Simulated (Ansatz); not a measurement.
Start from `C=C(O)[SiH2]O` and change one atom or group to get `C=C(O)OC`.

Ansatz, PBE0-D4/def2-TZVP geometries, multiplicity 1. Each molecule was computed in one conformer, which needn't be the lowest.

```csv
property,`C=C(O)[SiH2]O`
LUMO energy (B3LYP/def2-TZVPP) / eV,-0.43
size of the dipole moment (ωB97M-V/def2-TZVPP) / D,2.02
HOMO energy (B3LYP/def2-TZVPP) / eV,-6.84
HOMO–LUMO gap (PBE0/def2-TZVPP) / eV,6.86
size of the dipole moment (PBE/def2-TZVPP) / D,2.03
LUMO energy (ωB97M-V/def2-TZVPP) / eV,1.70
```

Q: Give the same properties after the change, and the shifts. (An estimate is asked.)

A: The calculation gave: 
```tsv
property	`C=C(O)OC`	shift
LUMO energy (B3LYP/def2-TZVPP) / eV	0.94	1.37
size of the dipole moment (ωB97M-V/def2-TZVPP) / D	2.23	0.21
HOMO energy (B3LYP/def2-TZVPP) / eV	-6.06	0.78
HOMO–LUMO gap (PBE0/def2-TZVPP) / eV	7.60	0.74
size of the dipole moment (PBE/def2-TZVPP) / D	2.18	0.15
LUMO energy (ωB97M-V/def2-TZVPP) / eV	2.77	1.07
```

With PBE0 the HOMO rises by 0.79 eV and the LUMO rises by 1.53 eV, so the gap widens by about 0.74 eV. PBE moves the HOMO by 0.80 eV and ωB97M-V by 0.79 eV. Dipoles are sizes alone; their direction can turn.

B3LYP here is the variant with VWN-RPA as its local correlation; programs differ in this.
